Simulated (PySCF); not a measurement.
C₅H₇F, SMILES FC(=C)CC=C. Atoms are numbered in the order given.

```xyz
13

C      2.4692     0.4938     0.2582
C      1.4028    -0.2849     0.4323
C      0.0468     0.2008     0.8559
C     -1.0127    -0.1030    -0.1531
C     -2.0897    -0.8685     0.0013
F     -0.7774     0.4913    -1.3281
H      2.4170     1.5761     0.4147
H      3.4334     0.0805    -0.0484
H      1.4870    -1.3646     0.2568
H     -0.2450    -0.2662     1.8101
H      0.0795     1.2920     1.0175
H     -2.2824    -1.3561     0.9566
H     -2.7912    -1.0125    -0.8219
```

Geometry optimised at PBE0-D3(BJ)/def2-SVP. The values are those of a single conformer.

These are PBE/pcSseg-1 run with PySCF values and carry that method's errors.

GIAO shieldings, no solvent; atoms listed in one row are averaged. δ = σ(ref) − σ: ¹³C against TMS (σ = 182.0 ppm); ¹⁹F against CFCl3 (σ = 133.6 ppm); ¹H against TMS (σ = 31.49 ppm), references at their B3LYP-D3(BJ)/def2-TZVP geometries, non-relativistic.

Computed chemical shifts:
```tsv
nucleus	atoms	count	δ (ppm)
¹³C	C4	1	175.5
¹³C	C2	1	144.6
¹³C	C1	1	127.0
¹³C	C5	1	94.3
¹³C	C3	1	46.8
¹⁹F	F6	1	-101.4
¹H	H9	1	6.20
¹H	H7, H8	2	5.69
¹H	H13	1	4.84
¹H	H12	1	4.61
¹H	H10	1	3.21
¹H	H11	1	3.12
```
